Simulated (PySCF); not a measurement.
# Working out the ionisation energy of Ru

Ru [Kr] 4d7 5s1 (5F) → Ru+ [Kr] 4d7 (4F). All numbers are calculated (PySCF 2.14, scalar relativity by spin-free X2C-1e, in x2c-TZVPPall with one added diffuse shell each of s, p, d, f type (9s7p7d3f1g, 95 functions)). Frozen: [Ar] 3d10. Energies in hartree (1 hartree = 27.21139 eV):

```json
{"part": "UHF", "Ru (lower)": "-4527.989832", "Ru+ (upper)": "-4527.758428"}
{"part": "CCSD correlation", "Ru (lower)": "-0.482130", "Ru+ (upper)": "-0.448165"}
{"part": "(T)", "Ru (lower)": "-0.015960", "Ru+ (upper)": "-0.012285"}
```

What does Hartree-Fock give?

(-4527.758428) − (-4527.989832) = 0.231404 hartree = 6.297 eV.

What do CCSD and CCSD(T) give?

The CCSD correlation energies differ by 0.033965 hartree = 0.924 eV and the triples by 0.003675 hartree = 0.100 eV, so CCSD gives 7.221 eV and CCSD(T) 7.321 eV.

Measured between the centres of the two terms (NIST): 7.365 eV, so CCSD(T) (valence and next inner shell) is off by -0.044 eV.

What remains against the reference includes basis incompleteness, the frozen core and higher excitations.
